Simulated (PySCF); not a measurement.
## Magnetic susceptibility: `C[C+](C)C#CC(Cl)(Cl)Cl`, [C₆H₆Cl₃]+, charge +1

Geometry:
```csv
atom,x (Å),y (Å),z (Å)
C1,-1.552,0.873,1.124
C2,-0.974,-0.045,0.154
C3,-1.804,-0.990,-0.580
C4,0.383,-0.025,-0.057
C5,1.593,0.013,-0.212
C6,2.997,0.085,-0.434
Cl7,3.880,0.641,1.006
Cl8,3.009,1.367,-1.724
Cl9,3.673,-1.434,-1.058
H10,-0.846,1.616,1.486
H11,-2.447,1.350,0.715
H12,-1.921,0.291,1.978
H13,-1.386,-2.000,-0.528
H14,-2.838,-0.985,-0.244
H15,-1.772,-0.748,-1.649
```

Total charge +1.

Level of theory: PySCF, GIAO HF/pcSseg-1 magnetisability, rotational g tensor and spin-rotation constants, non-relativistic, gas phase. Geometry: GFN2-xTB.

For an ion the centre-of-mass motion in the field is neglected.

Task: How diamagnetic is it, and how anisotropic?

Result: Isotropic -1668 × 10⁻³⁰ J/T², or -100.5 × 10⁻⁶ cm³/mol; principal values -1832, -1726, -1448 × 10⁻³⁰ J/T², anisotropy 344 × 10⁻³⁰ J/T² (root of half the summed squared differences of the principal values). The susceptibility is in cgs units.

Task: Split it along the inertial axes a, b, c into diamagnetic and paramagnetic parts about the centre of mass, with the quadrupole moment.

Result: 
```csv
axis,χ (10⁻⁶ cm³/mol),diamagnetic (10⁻⁶ cm³/mol),paramagnetic (10⁻⁶ cm³/mol),summed x² of all electrons (Å²),quadrupole Θ (D Å)
a,-87.4,-900.0,812.6,467.9,+46.10
b,-103.9,-2367.0,2263.1,122.1,-19.13
c,-110.1,-2502.7,2392.6,90.1,-26.98
```
Anisotropies 2χaa − χbb − χcc = +39.3 and 2χbb − χaa − χcc = -10.4 × 10⁻⁶ cm³/mol. Θ is traceless in Buckingham's convention.

Task: And the rotational g tensor?

Result: 
| axis | rotational constant (GHz) | g | nuclear part | electronic part |
| --- | --- | --- | --- | --- |
| a | 1.4125 | -0.0202 | 0.5190 | -0.5392 |
| b | 0.5091 | +0.0059 | 0.5471 | -0.5413 |
| c | 0.4833 | +0.0080 | 0.5513 | -0.5432 |

Asymmetric top; isotopes 12C, 35Cl, 1H; no vibrational averaging.
